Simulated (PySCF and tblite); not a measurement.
The numbers below are computed, except where a source is named.
## Dynamics report: rearrangement

System: C₇H₅FN₂, numbered as in [F:1][c:2]1[cH:3][cH:4][c:5]2[nH:6][n:7][cH:8][c:9]2[cH:10]1.

Motion: shift of H on N6 from N6 to N7. Geometries: PBE0-D3(BJ)/def2-SVP; energies: PBE0/pcSseg-1 + D3(BJ); zero-point and thermal terms from GFN2-xTB harmonic modes (soft modes blended into free rotors). Rates follow Eyring's equation with the number of equivalent paths and no tunnelling. Programs: tblite and PySCF.

```
 point  symmetry  E(GFN2) kcal/mol  E(DFT) kcal/mol  ZPE change kcal/mol  lowest mode cm⁻¹  dipole D
 start        Cs               0.0              0.0                 0.00               140      1.95
saddle        C1              48.9             53.5                -4.07             1635i      1.38
   end        Cs               4.2              4.2                 0.06               139      3.04
```

* Electronic barrier: 53.5 kcal/mol
* Barrier with zero-point energy: 49.4 kcal/mol
* ΔH‡ (298 K): 49.4 kcal/mol
* ΔS‡ (298 K, symmetry apart): -0.1 cal/(mol K)
* Paths: 2 equivalent paths
* End point: a different minimum
* Cost: 7.1 min on 1 thread of Arm Neoverse V1 (shared host) (rough), peak memory 0.88 GiB, launched as `OMP_NUM_THREADS=1 python ens_run.py task.json out`

```json
{"T/K": "500", "ΔG‡ kcal/mol": "49.5", "k s⁻¹": "4.9×10⁻⁹", "ΔG kcal/mol": "4.4", "k back s⁻¹": "4×10⁻⁷"}
```

ΔG and ΔG‡ leave out symmetry numbers and mirror images; rates count paths: 2 out, 2 back.

Tunnelling of the moving H, left out here, will speed the real process. In real samples such hydrogens mostly exchange between molecules or through solvent, far faster than by this path.
